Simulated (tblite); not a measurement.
Compound: C6H9Si (charge +1).
Atom-mapped SMILES: `[CH:1]#[C:2][C:3](=[CH2:4])[SiH+:5][CH2:6][CH3:7]` (hydrogens: H8 on C1; H9, H10 on C4; H11 on Si5; H12, H13 on C6; H14, H15, H16 on C7)
Bond orders are those of one Lewis drawing.

Computed with GFN2-xTB (tblite), gas phase: L-BFGS steps from a force-field or distance-geometry start until the largest atomic force falls under 0.01 eV/Å.

Step 58: E = -506.5428 eV
```
atom  x, y, z in Å  |  force x, y, z in eV/Å
C1      2.4794    2.0150   -0.6558    0.020   0.028   0.008
C2      2.0118    0.9392   -0.3979   -0.003   0.009  -0.003
C3      1.4613   -0.3428   -0.1206    0.040   0.029   0.012
C4      2.0750   -1.1998    0.7131    0.006   0.011  -0.026
Si5    -0.1584   -0.7286   -0.9928   -0.018  -0.020  -0.034
C6     -1.6932    0.3021   -0.6181   -0.026  -0.014   0.040
C7     -2.2993   -0.0529    0.7574   -0.002   0.009  -0.012
H8      2.9150    2.9512   -0.8582   -0.024  -0.041   0.015
H9      1.6731   -2.1727    0.9344   -0.002  -0.040   0.014
H10     2.9980   -0.9327    1.2002    0.021   0.022   0.007
H11    -0.1874   -1.8899   -1.8737   -0.028  -0.006   0.012
H12    -1.4433    1.3703   -0.6228   -0.009  -0.019   0.004
H13    -2.4614    0.1515   -1.3853    0.017   0.024   0.005
H14    -3.1703    0.5716    0.9394    0.015  -0.015  -0.029
H15    -1.5920    0.1195    1.5647    0.000  -0.001  -0.025
H16    -2.6159   -1.0921    0.7901   -0.009   0.024   0.013
```

Step 59: E = -506.5433 eV
```
atom  x, y, z in Å  |  force x, y, z in eV/Å
C1      2.4726    2.0169   -0.6536    0.019   0.029   0.014
C2      2.0108    0.9392   -0.3928   -0.012   0.013  -0.017
C3      1.4634   -0.3452   -0.1205    0.046   0.027   0.026
C4      2.0821   -1.2040    0.7078    0.012   0.006  -0.029
Si5    -0.1596   -0.7310   -0.9870   -0.007  -0.032  -0.035
C6     -1.6914    0.3060   -0.6182   -0.023  -0.015   0.042
C7     -2.3033   -0.0483    0.7548    0.005   0.003  -0.013
H8      2.9042    2.9552   -0.8548   -0.022  -0.043   0.015
H9      1.6870   -2.1801    0.9264   -0.016  -0.039   0.009
H10     3.0059   -0.9365    1.1934    0.024   0.030   0.005
H11    -0.1916   -1.9028   -1.8545   -0.031   0.003   0.016
H12    -1.4376    1.3731   -0.6219   -0.014  -0.015  -0.003
H13    -2.4582    0.1553   -1.3869    0.021   0.035   0.000
H14    -3.1751    0.5765    0.9340    0.021  -0.031  -0.035
H15    -1.6000    0.1231    1.5657    0.004   0.000  -0.028
H16    -2.6168   -1.0885    0.7825   -0.030   0.030   0.032
```

Q: Estimate the geometry and energy of step 60. (The exact step hangs on the optimiser's Hessian estimate; all steps are aligned on step 59, rigid shifts and turns removed.)

A: E = -506.5439 eV, largest force 0.078 eV/Å
```
atom  x, y, z in Å  |  force x, y, z in eV/Å
C1      2.4631    2.0194   -0.6508    0.013   0.017   0.024
C2      2.0097    0.9392   -0.3858   -0.023   0.014  -0.029
C3      1.4671   -0.3481   -0.1190    0.037   0.010   0.031
C4      2.0927   -1.2104    0.7006    0.020  -0.001  -0.022
Si5    -0.1603   -0.7341   -0.9792    0.012  -0.035  -0.020
C6     -1.6890    0.3103   -0.6175   -0.006  -0.014   0.025
C7     -2.3092   -0.0418    0.7513    0.013  -0.008  -0.009
H8      2.8884    2.9601   -0.8514   -0.011  -0.027   0.012
H9      1.7053   -2.1910    0.9162   -0.023  -0.019  -0.002
H10     3.0178   -0.9420    1.1837    0.020   0.030   0.000
H11    -0.1964   -1.9180   -1.8305   -0.034   0.008   0.017
H12    -1.4307    1.3761   -0.6207   -0.015  -0.007  -0.008
H13    -2.4529    0.1604   -1.3889    0.020   0.044  -0.008
H14    -3.1816    0.5835    0.9254    0.019  -0.042  -0.037
H15    -1.6113    0.1280    1.5670    0.012   0.005  -0.024
H16    -2.6202   -1.0826    0.7740   -0.054   0.025   0.051
```

The energy changes by -0.0006 eV. The first-order estimate −F·Δx gives -0.0008 eV and the mean of the old and new forces, exact on a quadratic surface, -0.0006 eV. The step makes an angle of 85° with the force vector and moves no atom by more than 0.029 Å.

What follows is the cost of the whole relaxation. Time: 2.9 s. Hardware: one thread of an Intel Xeon at 2.50 GHz, on a shared host.
